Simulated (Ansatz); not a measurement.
Gas-phase electronic energies from Ansatz, PBE0-D4/def2-TZVP geometries. CCSD(T)/CBS adds triple-zeta CCSD(T) − MP2 to the extrapolated MP2 energy (def2 sets, frozen cores). This one scheme is used for every species. DFT in def2-TZVPP. For Ge outer-core shells are correlated without core-valence functions, which leaves a few kJ/mol of doubt a bond. Scalar relativity is left out up to krypton. One conformer a species, not always the lowest.

Consider the cleavage of the Si–Si bond: `[F][GeH2][SiH2][SiH3]` + HCl → `[F][GeH2][SiH2]Cl` + SiH₄.

(1) Is it downhill or uphill in electronic energy at CCSD(T)/CBS, and by how much? (An estimate is asked.)

(2) What do these levels give: PBE-D4, PBE0-D4, ωB97X-V, B2PLYP, PBE0, MP2/def2-TZVPP, CCSD/def2-TZVPP, CCSD(T)/def2-TZVPP, HF/def2-QZVPP, MP2/def2-QZVPP, HF/CBS(def2), MP2/CBS(def2)? (An estimate is asked.)

Largest T1 diagnostic among the species: 0.013.

## Answers

(1) Ansatz gave: Downhill: ΔE = -0.80 eV.

(2) Computed: PBE-D4 -0.66, PBE0-D4 -0.70, ωB97X-V -0.81, B2PLYP -0.86, PBE0 -0.73, MP2/def2-TZVPP -0.86, CCSD/def2-TZVPP -0.80, CCSD(T)/def2-TZVPP -0.77, HF/def2-QZVPP -1.04, MP2/def2-QZVPP -0.88, HF/CBS(def2) -1.04, MP2/CBS(def2) -0.89 eV.

In def2-TZVPP, CCSD(T) changes the Hartree–Fock value by +0.25 eV (the triples alone add +0.03 eV) and MP2 by +0.16 eV. From PBE to PBE0 (25 % exact exchange), in def2-TZVPP and without D4, ΔE moves by −0.04 eV. The D4 term adds +0.04 eV with B3LYP and +0.02 eV with PBE0; it sums over pairs of atoms, weighted by their polarisabilities, and B3LYP, whose exchange is more repulsive, gets the larger term.

B3LYP here is the variant with VWN-RPA as its local correlation; programs differ in this.
